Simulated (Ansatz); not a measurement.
A made-up structure of LiAlClF, singlet:

```json
{"atom": "Li1", "x (Å)": "0.5540", "y (Å)": "1.2769", "z (Å)": "-1.6033"}
{"atom": "Al2", "x (Å)": "-0.0063", "y (Å)": "-0.1226", "z (Å)": "-0.0725"}
{"atom": "F3", "x (Å)": "-0.1341", "y (Å)": "-1.6474", "z (Å)": "-0.7392"}
{"atom": "Cl4", "x (Å)": "-0.4136", "y (Å)": "0.4930", "z (Å)": "2.4150"}
```

It is relaxed with PBE-D4/def2-SVP and then PBE0-D4/def2-TZVP (Ansatz 0.2.0). Atoms count as bonded within 1.22 times the sum of their covalent radii (H–H: 0.88 Å). The end point is not checked to be a true minimum.

Task: Does its bonding change? (A judgement: the text doesn't fix the answer.)

Result: By the calculation: No: no bond forms or breaks.

Where it ends: The first stage lowers the energy by 1.33 eV in 6 steps. It ends as LiAlClF ([Li][Al]([F])[Cl]):
```csv
atom,x (Å),y (Å),z (Å)
Li1,0.6520,1.6423,-1.7692
Al2,-0.0228,-0.1377,-0.0055
F3,-0.2456,-1.7655,-0.2997
Cl4,-0.3836,0.2609,2.0744
```

Labels in which every atom is bracketed show which atoms are joined, not bond orders.

For scale, one of the runs: PBE0-D4/def2-TZVP relaxation, 119 basis functions, launched by `ansatz run in.yaml --threads 2 --pin off --events-out ev --progress --plain --max-ram 4352MiB`. The run took about 3.9 s on 2 CPU threads of an AMD EPYC 9R45 (shared host).
